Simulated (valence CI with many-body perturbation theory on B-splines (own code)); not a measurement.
Valence orbitals of V⁺

Calculated by relativistic CI+MBPT: four valence electrons over a frozen Dirac-Fock core [Ar], a basis of 9 s, 9 p, 10 d, 8 f, 5 g, 3 h, 1 i functions for each j, with the one-electron correlation potential Σ1, the two-electron term Σ2, the three-electron term Σ3, Breit, model QED; selected CI, second order for the rest, scaled by the run's own slope (own B-spline code, finite nucleus).

Set against measurement, 12 paired levels are off by 831 cm⁻¹ on average, the worst by 1312. These come from a selection out of the NIST Handbook of Basic Atomic Spectroscopic Data. Levels without a partner in it may be off by more, other configurations by 1,000 to 4,000 cm⁻¹. Among the levels kept, up to 570 cm⁻¹ of a level comes from second order outside the variational space, and about a tenth of that is noise between levels of different J, which matters for small intervals.

These are the spectroscopic orbitals of the CI (the correlating ones are not listed), shaped by the core and the other valence electrons. h is the expectation value of the core's Dirac-Fock operator, without the valence repulsion; Σ1 is computed up to l = 3 at one energy for each symmetry, that of its lowest orbital but kept below the first core excitation, so for empty shells it is not the orbital's own correlation shift; Breit and QED include the response of the core.

```csv
Orbital,h (hartree),Σ1 (cm⁻¹),Breit (cm⁻¹),QED (cm⁻¹),⟨r⟩ (bohr)
4s1/2,-1.5643,-3907,17.9,16.7,3.013
5s1/2,-0.71282,-618,3.3,3.0,7.114
6s1/2,-0.42526,-258,1.5,1.3,12.38
4p1/2,-1.2244,-1911,13.9,-1.1,3.849
5p1/2,-0.61615,-519,4.6,-0.4,8.301
6p1/2,-0.37886,-232,2.2,-0.2,13.99
4p3/2,-1.219,-1874,7.3,-0.6,3.867
5p3/2,-0.61429,-511,2.4,-0.2,8.326
6p3/2,-0.37804,-229,1.1,-0.1,14.02
3d3/2,-2.2029,-13408,-42.4,-17.0,1.487
4d3/2,-0.73406,-631,-1.5,-0.8,6.487
5d3/2,-0.43069,-281,-0.6,-0.4,12.09
3d5/2,-2.1994,-13318,-87.6,-15.4,1.491
4d5/2,-0.73346,-630,-3.8,-0.7,6.494
5d5/2,-0.43044,-280,-1.7,-0.3,12.10
4f5/2,-0.50506,-61.2,0.0,0.0,8.909
5f5/2,-0.3347,-41.5,0.0,0.0,14.79
4f7/2,-0.50507,-61.2,0.0,0.0,8.909
5f7/2,-0.33471,-41.5,0.0,0.0,14.79
5g7/2,-0.32381,,0.0,0.0,13.43
5g9/2,-0.32381,,0.0,0.0,13.43
```

Among the shells of the start configuration 3d4, Σ1 is largest in size for 3d3/2, where it is 2.8 % of h.

Lowest root of each symmetry, sizes in configuration state functions:

```csv
J,Parity,Roots,Reference,Variational,Second order,Change by selected CI (cm⁻¹),Change by second order (cm⁻¹)
0,even,6,23,40197,568735,-10330,-33
1,even,10,51,31952,1585316,-10183,-171
2,even,15,74,30666,2130944,-10100,-247
3,even,13,66,30107,2425629,-10075,-269
4,even,13,56,30508,2838549,-10096,-248
5,even,6,33,30934,2292031,-12013,-112
6,even,3,16,29453,1850122,-12434,-194
2,odd,1,107,34231,827667,-12737,-222
3,odd,1,106,33523,1050084,-12720,-255
4,odd,1,86,33873,1024189,-12783,-215
```
